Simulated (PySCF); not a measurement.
Si(CCH)3(F) (C₆H₃FSi), SMILES C#C[Si](F)(C#C)C#C. The structure is a stationary point at PBE-D3(BJ)/def2-SVP.

These are PBE-D3(BJ)/def2-SVP (PySCF) values and carry that method's errors.

Harmonic wavenumbers (cm⁻¹): 84, 84, 101, 160, 160, 225, 321, 321, 382, 382, 399, 531, 697, 697, 701, 709, 709, 712, 713, 713, 883, 2093, 2095, 2095, 3390, 3390, 3390. Rotational constants (GHz): 1.562, 1.562, 1.107; symmetry number 3.

Question: Work out the zero-point energy and the ideal-gas rigid-rotor harmonic-oscillator thermochemistry at 298.15 K and 1 atm.

Answer: ZPE = ½ Σ hcν = ½ × 26134 cm⁻¹ = 37.36 kcal/mol. H − E(el) = 44.08 kcal/mol. Entropy in cal/(mol K): translation 40.31, rotation 26.98, vibration 26.82, total 94.12. G − E(el) = 16.02 kcal/mol. Cp = 35.43 cal/(mol K). Modes under 150 cm⁻¹ make the vibrational entropy uncertain.
